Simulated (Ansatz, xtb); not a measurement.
# The atomisation energy (no zero-point term) down a group: O to Se

One atom is swapped for its congeners: CO2 (carbon dioxide) `O=C=O`; OCS (carbonyl sulfide) `O=C=S`; CSeO (carbonyl selenide) `O=C=[Se]`. All are singlets with charge 0.

Shapes, held fixed at every level: PBE0-D4/def2-TZVP. Programs: Ansatz 0.2.0, xtb 6.7.1. Values in eV.

| level | CO2 | CSeO |
| --- | --- | --- |
| GFN0-xTB | 18.89 | 14.27 |
| HF/def2-SVP | 10.89 | 8.16 |
| SPW92/def2-TZVPP | 20.52 | 16.80 |
| r2SCAN-D4/def2-TZVPP | 17.13 | 13.93 |
| BHLYP-D4/def2-TZVPP | 15.51 | 12.44 |
| r2SCAN0-D4/def2-TZVPP | 16.26 | 13.14 |
| CCSD(T)/def2-TZVPP | 16.30 | 13.13 |

(1) Estimate the column for OCS from its neighbours.

Results:

(1) The mean of the neighbours at CCSD(T)/def2-TZVPP is 14.71 eV, against 13.98 from the run: the member lies nearer Se. All rows: GFN0-xTB 15.67; HF/def2-SVP 8.99; SPW92/def2-TZVPP 17.76; r2SCAN-D4/def2-TZVPP 14.87; BHLYP-D4/def2-TZVPP 13.37; r2SCAN0-D4/def2-TZVPP 14.09; CCSD(T)/def2-TZVPP 13.98 eV. At CCSD(T)/def2-TZVPP the atomisation energy falls at every step, from 16.30 to 13.13 eV. Every level shows the same order. Relativity is left out for Se unless named. Correlated rows may include outer-core shells of Se, which these sets cover unevenly. GFN0-xTB strays far from the other rows. xTB rows lack spin polarisation. Spin-orbit coupling, which grows down the group, is left out (summed over each molecule's free atoms 0.02, 0.04, 0.13 eV).
